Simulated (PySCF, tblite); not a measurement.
One entry of a table of gas-phase calculations, keyed by method. Lists by class give the value and the number of equivalent atoms.

```json
{
 "formula": "C5H8F3P",
 "smiles": "CCCPC(F)=C(F)F",
 "inchi": "InChI=1S/C5H8F3P/c1-2-3-9-5(8)4(6)7/h9H,2-3H2,1H3",
 "charge": 0,
 "multiplicity": 1,
 "geometry_level": "GFN2-xTB",
 "electronic_structure_code": "PySCF",
 "results": {
  "GFN2-xTB geometry": {
   "point_group": "C1",
   "rotational_constants_GHz": [1.698, 0.805, 0.755]
  },
  "PBE0/pcSseg-1 ground state and GIAO shieldings, non-relativistic": {
   "dipole_D": 2.13,
   "homo_eV": -6.9,
   "lumo_eV": -0.11,
   "shift_vs_computed_TMS_C_by_class_ppm": [
    [168.4, 1],
    [139.1, 1],
    [31.3, 1],
    [27.7, 1],
    [18.9, 1]
   ],
   "shift_vs_computed_TMS_H_by_class_ppm": [
    [3.8, 1],
    [1.77, 2],
    [1.38, 2],
    [1.14, 3]
   ],
   "shielding_other_nuclei_by_class_ppm": [
    ["F", 261.1, 1],
    ["F", 290.8, 1],
    ["F", 349.8, 1],
    ["P", 391.3, 1]
   ]
  },
  "GFN2-xTB harmonic vibrations, gas phase": {
   "strongest_ir_bands_cm-1_km_per_mol_modes": [
    [993.0, 113.8, 1],
    [1145.9, 176.9, 1],
    [1190.7, 194.1, 1],
    [1733.6, 181.4, 1],
    [2291.4, 94.4, 1],
    [3034.5, 41.4, 1]
   ],
   "zpe_kcal_per_mol": 75.7
  }
 }
}
```

In atomic units the dipole is 0.84 e·bohr (1 au = 2.5417 D). With B = h/(8π²I), that is 505.379 GHz u Å² over I, the principal moments of inertia are 297.6, 627.9 and 669.3 u Å² (most abundant isotopes); the inertial defect Ic − Ia − Ib is -256.2 u Å² (zero for a rigid planar frame, negative otherwise). A dipole of 2.13 D is allowed in C1, and pure rotational transitions are dipole-allowed.

 NMR classes are plain means over equivalent atoms (diastereotopic ones count apart unless rotation or inversion swaps them), as if these changed places fast; in this geometry the members of some classes differ.

Conformer computed: `[CH3:1][CH2:2][CH2:3][PH:4][C:5]([F:6])=[C:7]([F:8])[F:9]`: C1–C2–C3–P4 179°, C2–C3–P4–C5 53°, C3–P4–C5–F6 -110°.

One conformer stands for the species.
